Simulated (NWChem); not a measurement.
System: SiHOF₃; SMILES O[Si](F)(F)F

Output (shortened):

```
             Northwest Computational Chemistry Package (NWChem) 7.3.0
             --------------------------------------------------------

                             Geometry "geometry" -> ""
                             -------------------------

 Output coordinates in angstroms (scale by  1.889725989 to convert to a.u.)

  No.       Tag          Charge          X              Y              Z
 ---- ---------------- ---------- -------------- -------------- --------------
    1 O                    8.0000     0.92439800    -1.34227500     0.00551800
    2 Si                  14.0000    -0.00553800    -0.01785400    -0.00003400
    3 F                    9.0000     0.25477500     0.90370700    -1.27795400
    4 F                    9.0000    -1.52490600    -0.48600200    -0.00986000
    5 F                    9.0000     0.23844500     0.90296900     1.28163500
    6 H                    1.0000     1.88154500    -1.25650100     0.01151900

 Effective nuclear repulsion energy (a.u.)     267.3482696334

                                 NWChem DFT Module
                                 -----------------

 Summary of "ao basis" -> "ao basis" (spherical)
 ------------------------------------------------------------------------------
       Tag                 Description            Shells   Functions and Types
 ---------------- ------------------------------  ------  ---------------------
 O                          def2-svp                 6       14   3s2p1d
 Si                         def2-svp                 8       18   4s3p1d
 F                          def2-svp                 6       14   3s2p1d
 H                          def2-svp                 3        5   2s1p

 in cosmo_initialize ...
 calling solv_data for solv:h2o

 solvent parameters
 solvname_short: h2o
 solvname_long:  water
 dielec:       78.4000
 dielecinf:     1.7769
 aqueous SMD model solvent descriptors
 dielec:       78.4000
 sola:          0.8200

          ---------------
          -cosmo- solvent
          ---------------
 Cosmo: York-Karplus, doi: 10.1021/jp992097l
 dielectric constant -eps-     =  78.40
 screen = (eps-1)/(eps    )    =   0.98724
 surface charge correction     = lagrangian

   van der Waals surface
 --------------------------

 ---------- ATOMIC COORDINATES (A.U.) ------------ VDWR(ANG.) --
     1    1.74685892   -2.53653195    0.01042751     1.520
     2   -0.01046530   -0.03373917   -0.00006425     2.470
     3    0.48145494    1.70775860   -2.41498289     1.730
     4   -2.88165450   -0.91841061   -0.01863270     1.730
     5    0.45059571    1.70636399    2.42193897     1.730
     6    3.55560449   -2.37444259    0.02176775     1.200
 number of segments per atom =        128
 number of   points per atom =        128
 atom (   nspa,  nppa )
 ----------------------
    1 (     42,     0 )       0
    2 (     70,     0 )       0
    3 (     65,     0 )       0
    4 (     68,     0 )       0
    5 (     64,     0 )       0
    6 (     60,     0 )       0
 number of -cosmo- surface points =      369
 molecular surface =    101.012 angstrom**2
 molecular volume  =     85.645 angstrom**3
 -lineq- algorithm             =   0
 -bem- low  level              =   3
 -bem- from -octahedral-
 gaussian surface charge width =   4.50000
 degree of switching           =   1.00000
 switching function tolerance  =   0.00010
 atomic radii =
 --------------
    1  8.000  1.520
    2 14.000  2.470
    3  9.000  1.730
    4  9.000  1.730
    5  9.000  1.730
    6  1.000  1.200
 ...... end of -cosmo- initialization ......

 nat:                     6
 ixmem:                  2111
 calling mnsol_interface()
 G(SMD-CDS) energy (kcal/mol)  =     3.082
 SMD-CDS SASA (angstrom**2)    =   115.881

[...]

                                COSMO-SMD solvation results
                                ---------------------------

             internal energy in gas <Psi(g)|H|Psi(g)> =      -664.210101032711
         internal energy in solvent <Psi(s)|H|Psi(s)> =      -664.208782843074
                               delta internal energy  =         0.001318189638 (    0.83 kcal/mol)
   total free energy in solvent <Psi(s)|H+V/2|Psi(s)> =      -664.221820647685
 polarization energy contribution <Psi(s)|V/2|Psi(s)> =        -0.013037804612 (   -8.18 kcal/mol)
    total free energy in solvent including G(SMD-CDS) =      -664.216908753755
                       G(SMD-CDS) energy contribution =         0.004911893930 (    3.08 kcal/mol)
     1 M fixed-concentration free energy of solvation =        -0.006807721044 (   -4.27 kcal/mol)

                       DFT Final Molecular Orbital Analysis
                       ------------------------------------

 Vector   23  Occ=2.000000D+00  E=-4.425034D-01
              MO Center= -2.3D-01,  5.2D-01, -1.3D-03, r^2= 2.6D+00
   Bfn.  Coefficient  Atom+Function         Bfn.  Coefficient  Atom+Function
  ----- ------------  ---------------      ----- ------------  ---------------
    52      0.354725  4 F  pz                64      0.264182  5 F  px
    36     -0.261242  3 F  px                55     -0.252964  4 F  pz
    38     -0.232826  3 F  pz                66     -0.229353  5 F  pz
    37     -0.216807  3 F  py                65      0.216939  5 F  py
    67     -0.187424  5 F  px                39      0.185359  3 F  px

 Vector   24  Occ=2.000000D+00  E=-4.065032D-01
              MO Center=  7.5D-01, -1.0D+00,  4.4D-03, r^2= 1.7D+00
   Bfn.  Coefficient  Atom+Function         Bfn.  Coefficient  Atom+Function
  ----- ------------  ---------------      ----- ------------  ---------------
     5      0.525344  1 O  py                 8      0.365275  1 O  py
     3     -0.173712  1 O  s                  4      0.145025  1 O  px
    64      0.138083  5 F  px                 2     -0.136886  1 O  s
    36      0.137517  3 F  px                37     -0.125175  3 F  py
    65     -0.125066  5 F  py                17      0.104574  2 Si s

 Vector   25  Occ=2.000000D+00  E=-3.761111D-01
              MO Center=  8.2D-01, -1.1D+00,  4.9D-03, r^2= 1.3D+00
   Bfn.  Coefficient  Atom+Function         Bfn.  Coefficient  Atom+Function
  ----- ------------  ---------------      ----- ------------  ---------------
     6      0.592728  1 O  pz                 9      0.443512  1 O  pz
    37      0.138180  3 F  py                65     -0.138219  5 F  py
    40     -0.099319  3 F  py                68      0.099349  5 F  py
    52      0.073903  4 F  pz                27      0.073073  2 Si pz
    29     -0.068680  2 Si d -1              36     -0.061208  3 F  px

 Vector   26  Occ=0.000000D+00  E= 3.437643D-02
              MO Center=  4.0D-01, -2.4D-01,  2.5D-03, r^2= 4.1D+00
   Bfn.  Coefficient  Atom+Function         Bfn.  Coefficient  Atom+Function
  ----- ------------  ---------------      ----- ------------  ---------------
    18      1.268642  2 Si s                  3     -0.611808  1 O  s
    76      0.434497  6 H  s                 49     -0.328909  4 F  s
    35     -0.315239  3 F  s                 63     -0.315247  5 F  s
    16      0.236924  2 Si s                  2     -0.194793  1 O  s
     8     -0.168365  1 O  py                53     -0.157881  4 F  px

 Vector   27  Occ=0.000000D+00  E= 1.102308D-01
              MO Center=  6.9D-01, -2.5D-01,  4.4D-03, r^2= 5.1D+00
   Bfn.  Coefficient  Atom+Function         Bfn.  Coefficient  Atom+Function
  ----- ------------  ---------------      ----- ------------  ---------------
    76      0.917828  6 H  s                 18     -0.659134  2 Si s
     3     -0.650235  1 O  s                 25      0.478087  2 Si px
    26     -0.411330  2 Si py                49      0.298245  4 F  s
     7     -0.295473  1 O  px                35      0.221265  3 F  s
    63      0.221430  5 F  s                  4     -0.202522  1 O  px

 Vector   28  Occ=0.000000D+00  E= 1.221759D-01
              MO Center=  4.1D-01, -2.5D-02,  2.8D-03, r^2= 3.1D+00
   Bfn.  Coefficient  Atom+Function         Bfn.  Coefficient  Atom+Function
  ----- ------------  ---------------      ----- ------------  ---------------
    25      0.868077  2 Si px                26      0.680531  2 Si py
    49      0.395754  4 F  s                 76     -0.262422  6 H  s
    22      0.259260  2 Si px                35     -0.255314  3 F  s
    63     -0.254863  5 F  s                  3      0.220978  1 O  s
    23      0.221417  2 Si py                75     -0.197693  6 H  s

     Multipole analysis of the density
     ---------------------------------

     L   x y z        total         alpha         beta         nuclear
     -   - - -        -----         -----         ----         -------
     0   0 0 0     -0.000000    -25.000000    -25.000000     50.000000

     1   1 0 0      1.055531      0.609002      0.609002     -0.162473
     1   0 1 0     -0.242041      0.217799      0.217799     -0.677639
     1   0 0 1      0.006556      0.003679      0.003679     -0.000801

     2   2 0 0    -20.269614    -67.987255    -67.987255    115.704897
     2   1 1 0     -2.283698      1.731482      1.731482     -5.746663
     2   1 0 1      0.032482     -0.015687     -0.015687      0.063856
     2   0 2 0    -25.637577    -71.403903    -71.403903    117.170229
     2   0 1 1     -0.014363      0.009182      0.009182     -0.032727
     2   0 0 2    -25.519697    -65.402771    -65.402771    105.285845
```

Level: PBE0/def2-SVP, SMD on the gas-phase geometry. Geometry: optimised at PBE0/def2-SVP. Solvent: water.

**Question.** Write an input that gives this output.

**Answer.** Several could match; the one computed here: the input that was run:
```
start job
memory heap 200 mb stack 900 mb global 1100 mb
geometry units angstroms noautosym nocenter noautoz
  O      0.924398    -1.342275     0.005518
  Si    -0.005538    -0.017854    -0.000034
  F      0.254775     0.903707    -1.277954
  F     -1.524906    -0.486002    -0.009860
  F      0.238445     0.902969     1.281635
  H      1.881545    -1.256501     0.011519
end
basis spherical
  * library def2-svp
end
dft
  xc pbe0
  iterations 150
end
cosmo
  do_cosmo_smd true
  solvent water
end
task dft energy
```
